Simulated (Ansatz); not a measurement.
Basis sets compared for Al11. The state is a doublet with charge 0. Geometry PBE-D4/def2-SVP. Ansatz on 6 threads of Intel Xeon on a shared host; times are rough, and most runs start from earlier orbitals.

| atom | x (Å) | y (Å) | z (Å) |
| --- | --- | --- | --- |
| Al1 | 1.604 | 0.438 | 2.422 |
| Al2 | -1.807 | -2.482 | -0.068 |
| Al3 | 0.447 | -2.608 | -1.588 |
| Al4 | 1.335 | -0.210 | -2.105 |
| Al5 | 0.908 | 2.690 | 1.108 |
| Al6 | -1.002 | 1.124 | 2.075 |
| Al7 | 2.439 | 0.874 | -0.096 |
| Al8 | -2.526 | 0.014 | 0.369 |
| Al9 | -1.340 | -0.529 | -1.984 |
| Al10 | -0.365 | 1.517 | -0.688 |
| Al11 | 0.306 | -0.828 | 0.556 |

Another isomer (doublet) lies 0.26 eV lower at PBE0-D4/def2-TZVP; other spin states weren't run for this one.

Binding counts from free atoms (Al doublet) in the same basis, without a counterpoise term.

| level | functions | energy (Eh) | HOMO (eV) | LUMO (eV) | binding per atom (eV) | wall time |
| --- | --- | --- | --- | --- | --- | --- |
| PBE-D4/def2-SVP | 198 | -2664.5729 | -4.65 | -4.24 | 2.51 | 8 s |
| PBE0-D4/def2-SVP | 198 | -2664.7841 | -5.19 | -3.68 | 2.41 | 16 s |

Problem. Estimate the rows for PBE-D4/def2-TZVP (with forces), PBE0-D4/def2-TZVP.

Solution. 
| level | functions | energy (Eh) | HOMO (eV) | LUMO (eV) | binding per atom (eV) | wall time |
| --- | --- | --- | --- | --- | --- | --- |
| PBE-D4/def2-TZVP (with forces) | 407 | -2665.5167 | -4.52 | -4.12 | 2.51 | 20 s |
| PBE0-D4/def2-TZVP | 407 | -2665.7143 | -5.05 | -3.55 | 2.41 | 85 s |
